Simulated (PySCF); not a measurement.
## Computed structure and properties of [Nd(NH2)4]−

System: [Nd(NH2)4]− (singlet in the valence; each metal's 4f electrons, 3 of them, lie in its core potential, out of spins and levels); start: displaced along the imaginary mode (S4). Method: PySCF 2.14.0, RKS BP86, Nd lcecp-1-SVP with ECP49, N def2-SVP, H def2-SVP; non-relativistic Hamiltonian with scalar-relativistic core potentials where named; density fitting; no spin-orbit coupling.

Input of the relaxation:

```python
mol = gto.M(atom='''
Nd    -0.00000     0.00000     0.00000
N      1.13203     1.44527     1.44768
H      1.77407     1.15391     2.24351
H      1.33767     2.46861     1.24811
N     -1.13203    -1.44768     1.44527
H     -1.33767    -1.24811     2.46861
H     -1.77407    -2.24351     1.15391
N      1.13203    -1.44527    -1.44768
H      1.33767    -2.46861    -1.24811
H      1.77407    -1.15391    -2.24351
N     -1.13203     1.44768    -1.44527
H     -1.77407     2.24351    -1.15391
H     -1.33767     1.24811    -2.46861''',
    basis={'Nd': 'lcecp-1-SVP', 'N': 'def2-SVP', 'H': 'def2-SVP'},
    ecp={'Nd': 'lcecp-1-SVP'},
    charge=-1, spin=0)
mf = dft.RKS(mol, xc='B88,P86')
mf.grids.atom_grid = (50, 194)  # f atoms: unpruned, at least (60, 302)
mf = mf.density_fit()  # fitting sets: Nd AutoAux, N def2-universal-JKFIT, H def2-universal-JKFIT
mf.conv_tol = 1e-08; mf.max_cycle = 55
mf.kernel(dm0)  # dm0: converged density of the start geometry
# quasi-Newton relaxation in Cartesian coordinates to a largest gradient under 0.00045 Eh/bohr, steps kept in the point group
```

Run from Python with OMP_NUM_THREADS=2; the lines above give its settings. Where DIIS fails, smearing, a level shift and second-order steps follow.
It took 3.1 min on 2 threads of Arm Neoverse V2, on a shared host, from the converged density of the start.

Course of the relaxation:

```tsv
step	energy above end (eV)	largest force component within the symmetry (eV/Å)
0	0.2347	1.076
1	0.0810	0.048
2	0.0783	0.043
3	0.0731	0.084
4	0.0685	0.225
5	0.0597	0.164
6	0.0472	0.197
7	0.0421	0.218
20	0.0034	0.068
21	0.0017	0.061
22	0.0003	0.051
23	0.0001	0.047
24	0.0000	0.016
25	0.0000	0.013
```
(The steps between are left out.)

Relaxed geometry (S4):

```xyz
13

Nd    0.0003    0.0000    0.0000
N     1.4010    1.3710    1.2578
H     2.2789    1.0208    1.6761
H     1.4050    2.3860    1.4440
N    -1.4008   -1.2579    1.3706
H    -1.4066   -1.4445    2.3854
H    -2.2777   -1.6769    1.0181
N     1.4010   -1.3710   -1.2578
H     1.4050   -2.3860   -1.4440
H     2.2789   -1.0208   -1.6761
N    -1.4008    1.2579   -1.3706
H    -2.2777    1.6769   -1.0181
H    -1.4066    1.4445   -2.3854
```

```tsv
contact	Å
Nd1–N2 (NH2)	2.329
Nd1–N5 (NH2)	2.329
Nd1–N8 (NH2)	2.329
Nd1–N11 (NH2)	2.329
```

On the finer grid (75, 302):

* HOMO: 0.14 eV
* LUMO: 3.20 eV
* Dipole about the centre of mass: 0.00 D
* Set of Mulliken populations of Nd1 outside the core potential: s 2.29, p 6.47, d 1.78, f 0.06
* D3(BJ) dispersion energy (not in the energies): -0.416 eV

```
atom  Mulliken (e)  Löwdin (e)  spin (e)
 Nd1          0.40        0.03      0.00
  N2         -0.47       -0.33      0.00
  H3          0.06        0.04      0.00
  H4          0.06        0.03      0.00
  N5         -0.47       -0.33      0.00
  H6          0.06        0.03      0.00
  H7          0.06        0.04      0.00
  N8         -0.47       -0.33      0.00
  H9          0.06        0.03      0.00
 H10          0.06        0.04      0.00
 N11         -0.47       -0.33      0.00
 H12          0.06        0.04      0.00
 H13          0.06        0.03      0.00
```

The 4f levels lie in the core potential and are missing. The highest filled level lies above zero, as often for anions with such functionals and bases; it isn't the detachment energy.

On the grid (50, 194), as all that follows. Harmonic modes: a minimum; lowest 78 cm⁻¹ (negative: unstable), highest 3445 cm⁻¹, zero-point energy 2.387 eV.

Taking off one NH2 (charge -1, singlet; the rest: singlet) in vacuum, both parts rigid, costs 4.95 eV; the small basis without counterpoise inflates it.

Rigid scan of NH2 along the line from its metal:

distance to N2 (Å), energy (eV) and a bar:
```
     2.03      0.676 ########
     2.13      0.261 ###
     2.23      0.057 #
     2.33      0.000 
     2.43      0.044 #
     2.53      0.155 ##
     2.73      0.491 ######
     3.03      1.086 #############
     3.43      1.823 ######################
     3.93      2.538 ##############################
```

One start shape was tried, so this needn't be the lowest isomer.

An lcecp potential fixes the number of 4f electrons, so in runs with it no electron can move into or out of that shell.
